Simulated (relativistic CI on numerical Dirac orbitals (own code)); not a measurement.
# What each ingredient does to the levels of Os⁵⁶⁺

Base calculation: Dirac-Coulomb-Breit CI, orbitals from a KLI potential per configuration, model QED (radiative potential, 1s self-energy scaled to tabulated hydrogen-like ionisation energies), unscaled Slater integrals.

Configurations in the expansion (outside the closed core [Ne]): 3s2 3p6 3d2, 3s2 3p5 3d3, 3s 3p6 3d3, 3s2 3p6 3d 4s, 3s2 3p6 3d 4p, 3s2 3p6 3d 4d, 3s2 3p5 3d2 4s, 3s2 3p6 3d 4f, 3s2 3p5 3d2 4p, 3s2 3p5 3d2 4d, 3p6 3d4, 3p5 3d5, 3p5 3d4 4s, 3p6 3d3 4s, 3p5 3d3 4s2. Double excitations out of closed p, d and f shells are left out; levels of such configurations are missing from the list, as are those of other unlisted configurations, and high levels can miss mixing partners. These lack a partner that the ground configuration has and come out too high: 3s2 3p5 3d2 4p, 3s2 3p5 3d2 4d.

The lowest level and the first level of each name with at least 55 % of one term (blank where a level has no safe partner in the second run):

```json
{"Level": "3s2 3p6 3d2 3F_2", "Base (eV)": "0.000", "Shift (eV)": "0.000"}
{"Level": "3s2 3p6 3d2 3P_0", "Base (eV)": "25.064", "Shift (eV)": "-2.268"}
{"Level": "3s2 3p6 3d2 3F_3", "Base (eV)": "82.193", "Shift (eV)": "+0.344"}
{"Level": "3s2 3p6 3d2 1G_4", "Base (eV)": "96.785", "Shift (eV)": "-1.102"}
{"Level": "3s2 3p6 3d2 3P_1", "Base (eV)": "98.507", "Shift (eV)": "-1.134"}
{"Level": "3s2 3p6 3d2 3F_4", "Base (eV)": "173.060", "Shift (eV)": "-0.232"}
{"Level": "3s2 3p6 3d2 1S_0", "Base (eV)": "208.264", "Shift (eV)": "-3.588"}
{"Level": "3s2 3p5 3d3 3I°_7", "Base (eV)": "456.586", "Shift (eV)": "+0.919"}
{"Level": "3s2 3p5 3d3 3P°_1", "Base (eV)": "457.975", "Shift (eV)": "+0.994"}
```

At this charge energies of transitions that change n are usually good to better than 1 %, and those within a shell (Δn = 0) to a few per cent.

**Question.** One thing was changed in a second run, which moved the levels as shown. Which?
A. configuration mixing switched off
B. QED terms removed
C. Breit term removed
D. valence Slater integrals scaled by 0.9
E. one mean potential for all configurations

**Answer.** D. Valence Slater integrals scaled by 0.9. Scaling acts on the splittings between terms and on the mixing, and leaves the fine structure of pure LS terms nearly alone; in jj coupling it moves the levels of one term differently.

LS names give the leading component of a level, which can be under half, so a name can repeat, a term be missing and a line seem to break the LS rules.
